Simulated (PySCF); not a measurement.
# Hartree-Fock beside MP2: CFH4Si anion

Calculated results; nothing here was measured. The program is PySCF 2.14.0, an open-source quantum chemistry code, run on an isolated molecule that a program drew, which may never have been made. The molecule is CFH4Si anion (charge -1, singlet), drawn as the SMILES string `C[SiH-]F`.

The geometry was optimised and harmonic frequencies were computed with HF and MP2, all in the aug-cc-pV(D+d)Z basis, for the commonest isotopes, with a restricted reference for singlets and an unrestricted one otherwise, and a frozen core in MP2. Each result is a local minimum of its method.

Geometry at the HF minimum:
```xyz
7
CFH4Si anion, angstrom
C    -0.5919    0.5387   -1.0239
Si    0.3944    1.6354   -2.3055
F     1.7636    0.6317   -2.4692
H    -0.6000   -0.5246   -1.2945
H    -1.6337    0.8829   -0.9695
H    -0.1687    0.6288   -0.0171
H    -0.3632    1.1471   -3.5638
```

Lengths of the bonds as drawn, in Å (atoms numbered as above):
```
bond,HF,MP2
C1-Si2,1.954,1.962
Si2-F3,1.705,1.748
C1-H4,1.097,1.107
C1-H5,1.099,1.109
C1-H6,1.096,1.105
Si2-H7,1.548,1.551
```

Rotational constants, in GHz:
| constant | HF | MP2 |
|---|---|---|
| A | 17.7 | 17.16 |
| B | 7.037 | 6.894 |
| C | 5.445 | 5.316 |

Harmonic frequencies in cm^-1, each column in rising order, so a row needn't be the same motion in every method:
```
rank,HF,MP2
1,189,182
2,254,229
3,606,577
4,639,597
5,669,618
6,783,718
7,852,797
8,950,894
9,1317,1194
10,1533,1427
11,1548,1445
12,1897,1878
13,3093,?
14,3154,3092
15,3164,3106
```

**Estimate the missing MP2 frequency from the HF column.**

A single factor s that minimises the squared misfit of MP2 against s times HF over the other rows is sum(HF x MP2) / sum(HF^2) = 0.9662, with an rms misfit of 40 cm^-1. For rank 13 it gives 0.9662 x 3093 = 2988 cm^-1. The calculation gives 2999 cm^-1, 11 cm^-1 above the estimate. The drawn bonds are on average 1.0 % longer in MP2 than in HF.
